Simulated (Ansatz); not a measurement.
(BeSe)4 cube (Be₄Se₄), relaxed as a singlet with RKS PBE0-D4/def2-SVP in Ansatz, starting from the GFN2-xTB geometry. Force threshold 0.02 eV/Å.

Start:

```
atom    x (Å)    y (Å)    z (Å)
 Be1   0.7561  -1.2616   0.1627
 Be2   0.5919   1.0434   0.8639
 Be3  -1.4108  -0.2181   0.3860
 Be4   0.0627   0.4362  -1.4128
 Se5   2.1091   0.3254  -0.5773
 Se6  -0.0945  -0.6503   2.1115
 Se7  -0.8837  -1.5604  -1.2922
 Se8  -1.1307   1.8853  -0.2418
```

(1) Estimate the energy that the relaxation releases and the steps that it takes.

(2) Does the start keep its bonding and symmetry?

(3) Predict the relaxed structure.

Answers

(1) 2.4 kJ/mol, in 3 steps; 12 s on 4 threads of Arm Neoverse V2 on a shared host. No frequencies were taken in this run, so the end may be a saddle point.

(2) By distances, no bond broke or formed. The bond that changes most is Be2–Se8, from 2.21 to 2.19 Å (atoms count from 1). Point group Td at the start, Td at the end, both within 0.05 Å.

(3) 
Cartesian coordinates in Å:
```
Be 0.747 -1.246 0.160
Be 0.585 1.032 0.854
Be -1.394 -0.216 0.381
Be 0.062 0.430 -1.395
Se 2.089 0.323 -0.572
Se -0.094 -0.644 2.091
Se -0.876 -1.546 -1.280
Se -1.119 1.867 -0.240
```
Bond lengths (bridged metal pairs left out): 12 × Be–Se 2.19 Å.
